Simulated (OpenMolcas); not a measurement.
A calculation on Ba+.

```yaml
Program: OpenMolcas
Method: "SS-CASPT2, IPEA 0.25 Eh, imaginary shift 0.1 Eh (closed shells correlated: 5s 5p)"
Basis: ANO-RCC-VQZP [9s8p5d3f2g]
Scalar_Hamiltonian: DKH2, point nucleus
Active_space: 1 electron in 4 orbitals (6s 6p)
State_averaging: 2S+1 = 2 even, 1 root; 2S+1 = 2 odd, 3 roots
Spin-orbit_coupling: state interaction with AMFI integrals over the reference wave functions, term energies averaged over their components
```

Problem. Which level of the active space comes out lowest?

Solution. 6s ²S_1/2, with 100 % of that term; it is also the measured ground level.

Problem. How high does 6p ²P°_3/2 lie?

Solution. 2.676 eV above the lowest level; measured 2.7218 eV above the ground level, so the calculation is off by -2 %.

Problem. How high does 6p ²P°_1/2 lie?

Solution. 2.533 eV above the lowest level; measured 2.5121 eV above the ground level, so the calculation is off by +1 %.

Measured values: NIST Handbook of Basic Atomic Spectroscopic Data.

ANO sets are built for ground and valence states and can reach diffuse excited orbitals poorly. With one active electron, CASPT2 adds the correlation within the correlated inactive shells and between them and that electron, and leaves the splitting within a term as the reference gives it. Computed and measured levels are paired by configuration, term and J; levels that our copy of the source lacks, or whose pairing is in doubt (as where it misses far off the trend of its configuration), stay unpaired and out of the deviations. Only configurations of the active space appear.

° marks odd parity.
